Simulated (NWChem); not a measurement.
System: diboron tetrachloride (B2Cl4); SMILES ClB(Cl)B(Cl)Cl

The following NWChem deck was run.

```
start job
memory heap 200 mb stack 900 mb global 1100 mb
geometry units angstroms
  Cl    -1.093199     1.733105     1.038435
  B      0.000000     0.848362     0.000000
  Cl     1.093199     1.733105    -1.038435
  B      0.000000    -0.848362     0.000000
  Cl    -1.093199    -1.733105    -1.038435
  Cl     1.093199    -1.733105     1.038435
end
basis spherical
  * library def2-svp
end
dft
  xc xpbe96 cpbe96
  iterations 150
end
driver
  maxiter 120
end
task dft optimize
task dft freq
```

NWChem printed, in part:

```
             Northwest Computational Chemistry Package (NWChem) 7.3.0
             --------------------------------------------------------

 D2  symmetry detected

                             Geometry "geometry" -> ""
                             -------------------------

 Output coordinates in angstroms (scale by  1.889725989 to convert to a.u.)

  No.       Tag          Charge          X              Y              Z
 ---- ---------------- ---------- -------------- -------------- --------------
    1 Cl                  17.0000    -1.09319900     1.73310500     1.03843500
    2 B                    5.0000     0.00000000     0.84836200     0.00000000
    3 Cl                  17.0000     1.09319900     1.73310500    -1.03843500
    4 B                    5.0000     0.00000000    -0.84836200     0.00000000
    5 Cl                  17.0000    -1.09319900    -1.73310500    -1.03843500
    6 Cl                  17.0000     1.09319900    -1.73310500     1.03843500

 Effective nuclear repulsion energy (a.u.)     422.6543325832

      Symmetry information
      --------------------

 Group name             D2
 Group number             11
 Group order               4
 No. of unique centers     2

                                Z-matrix (autoz)
                                --------

 Units are Angstrom for bonds and degrees for angles

      Type          Name      I     J     K     L     M      Value
      ----------- --------  ----- ----- ----- ----- ----- ----------
    1 Stretch                  1     2                       1.74820
    2 Stretch                  2     3                       1.74820
    3 Stretch                  2     4                       1.69672
    4 Stretch                  4     5                       1.74820
    5 Stretch                  4     6                       1.74820
    6 Bend                     1     2     3               119.19278
    7 Bend                     1     2     4               120.40361
    8 Bend                     2     4     5               120.40361
    9 Bend                     2     4     6               120.40361
   10 Bend                     3     2     4               120.40361
   11 Bend                     5     4     6               119.19278
   12 Torsion                  1     2     4     5          87.05667
   13 Torsion                  1     2     4     6         -92.94333
   14 Torsion                  3     2     4     5         -92.94333
   15 Torsion                  3     2     4     6          87.05667

  pbe96 is a nonlocal functional; adding pw91lda local functional.

                           NWChem Geometry Optimization
                           ----------------------------

 maximum gradient threshold         (gmax) =   0.000450
 rms gradient threshold             (grms) =   0.000300
 maximum cartesian step threshold   (xmax) =   0.001800
 rms cartesian step threshold       (xrms) =   0.001200
 fixed trust radius                (trust) =   0.300000
 source of zmatrix                         =   autoz

          -------------------
          Energy Minimization
          -------------------

 Using diagonal initial Hessian
 Scaling for Hessian diagonals: bonds = 1.00  angles = 0.25  torsions = 0.10

          --------
          Step   0

                                 NWChem DFT Module
                                 -----------------

 Summary of "ao basis" -> "ao basis" (spherical)
 ------------------------------------------------------------------------------
       Tag                 Description            Shells   Functions and Types
 ---------------- ------------------------------  ------  ---------------------
 Cl                         def2-svp                 8       18   4s3p1d
 B                          def2-svp                 6       14   3s2p1d

      Symmetry analysis of basis
      --------------------------

        a1         26
        b1         24
        b2         26
        b3         24

[...]

      ----------------------
      Optimization converged
      ----------------------

  Step       Energy      Delta E   Gmax     Grms     Xrms     Xmax
  ---- ---------------- -------- -------- -------- -------- --------
@    3   -1889.21448721 -6.1D-07  0.00005  0.00002  0.00109  0.00170
                                     ok       ok       ok       ok

                                Z-matrix (autoz)
                                --------

 Units are Angstrom for bonds and degrees for angles

      Type          Name      I     J     K     L     M      Value     Gradient
      ----------- --------  ----- ----- ----- ----- ----- ---------- ----------
    1 Stretch                  1     2                       1.75999    0.00002
    2 Stretch                  2     3                       1.75999    0.00002
    3 Stretch                  2     4                       1.69808    0.00005
    4 Stretch                  4     5                       1.75999    0.00002
    5 Stretch                  4     6                       1.75999    0.00002
    6 Bend                     1     2     3               119.06531   -0.00001
    7 Bend                     1     2     4               120.46735    0.00001
    8 Bend                     2     4     5               120.46735    0.00001
    9 Bend                     2     4     6               120.46735    0.00001
   10 Bend                     3     2     4               120.46735    0.00001
   11 Bend                     5     4     6               119.06531   -0.00001
   12 Torsion                  1     2     4     5          87.21440   -0.00003
   13 Torsion                  1     2     4     6         -92.78560   -0.00003
   14 Torsion                  3     2     4     5         -92.78560   -0.00003
   15 Torsion                  3     2     4     6          87.21440   -0.00003

                         Geometry "geometry" -> "geometry"
                         ---------------------------------

 Output coordinates in angstroms (scale by  1.889725989 to convert to a.u.)

  No.       Tag          Charge          X              Y              Z
 ---- ---------------- ---------- -------------- -------------- --------------
    1 Cl                  17.0000    -1.09841418     1.74143710     1.04626884
    2 B                    5.0000     0.00000000     0.84903875     0.00000000
    3 Cl                  17.0000     1.09841418     1.74143710    -1.04626884
    4 B                    5.0000     0.00000000    -0.84903875     0.00000000
    5 Cl                  17.0000    -1.09841418    -1.74143710    -1.04626884
    6 Cl                  17.0000     1.09841418    -1.74143710     1.04626884

 Effective nuclear repulsion energy (a.u.)     420.3234766151

      Symmetry information
      --------------------

 Group name             D2
 Group number             11
 Group order               4
 No. of unique centers     2

[...]

 Rotational Constants
 --------------------
 A=   0.052373 cm-1  (  0.075351 K)
 B=   0.028419 cm-1  (  0.040888 K)
 C=   0.027689 cm-1  (  0.039838 K)

 Temperature                      =   298.15K
 frequency scaling parameter      =   1.0000

 Zero-Point correction to Energy  =    8.068 kcal/mol  (  0.012858 au)
 Thermal correction to Energy     =   12.674 kcal/mol  (  0.020197 au)
 Thermal correction to Enthalpy   =   13.266 kcal/mol  (  0.021141 au)

 Total Entropy                    =   89.309 cal/mol-K
   - Translational                =   41.136 cal/mol-K (mol. weight = 161.8940)
   - Rotational                   =   27.282 cal/mol-K (symmetry #  =        4)
   - Vibrational                  =   20.891 cal/mol-K

 Cv (constant volume heat capacity) =   21.591 cal/mol-K
   - Translational                  =    2.979 cal/mol-K
   - Rotational                     =    2.979 cal/mol-K
   - Vibrational                    =   15.632 cal/mol-K

[normal modes left out]

 ----------------------------------------------------------------------------
 Normal Eigenvalue ||           Projected Infra Red Intensities
  Mode   [cm**-1]  || [atomic units] [(debye/angs)**2] [(KM/mol)] [arbitrary]
 ------ ---------- || -------------- ----------------- ---------- -----------
    1       -0.000 ||    0.000000           0.000         0.000       0.000
    2       -0.000 ||    0.000000           0.000         0.000       0.000
    3       -0.000 ||    0.000000           0.000         0.000       0.000
    4        0.000 ||    0.000000           0.000         0.000       0.000
    5        0.000 ||    0.000000           0.000         0.000       0.000
    6        0.000 ||    0.000000           0.000         0.000       0.000
    7       22.114 ||    0.000000           0.000         0.000       0.000
    8       86.815 ||    0.000441           0.010         0.430       0.114
    9       88.540 ||    0.000465           0.011         0.453       0.120
   10      169.039 ||    0.000000           0.000         0.000       0.000
   11      283.872 ||    0.004624           0.107         4.508       1.195
   12      396.942 ||    0.000000           0.000         0.000       0.000
   13      460.291 ||    0.004911           0.113         4.788       1.269
   14      469.219 ||    0.004650           0.107         4.533       1.202
   15      720.775 ||    0.153730           3.547       149.863      39.726
   16      908.468 ||    0.251272           5.797       244.953      64.932
   17      908.914 ||    0.276465           6.378       269.512      71.442
   18     1131.646 ||    0.000000           0.000         0.000       0.000
 ----------------------------------------------------------------------------
```

Level: PBE/def2-SVP.
